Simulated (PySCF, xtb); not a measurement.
Ir(OH)3 (H3IrO3), SMILES [OH][Ir]([OH])[OH] (connectivity only; charge and spin as stated), neutral, multiplicity 3. Other conformers were not sampled.

Harmonic wavenumbers (cm⁻¹) from GFN2-xTB run with xtb at its own minimum, in rising order: 61, 129, 162, 171, 293, 310, 461, 480, 525, 547, 574, 858, 3509, 3639, 3649.

Problem. What does PBE-D3(BJ)/def2-SVP run with PySCF give at its own minimum? (Estimate from the structure and the level; the computed values follow.)

Solution. 75, 167, 226, 361, 473, 497, 631, 663, 669, 694, 826, 955, 3579, 3584, 3645. Paired by order, the mean absolute difference is 120 cm⁻¹ and the zero-point energies are 22.0 and 24.4 kcal/mol.
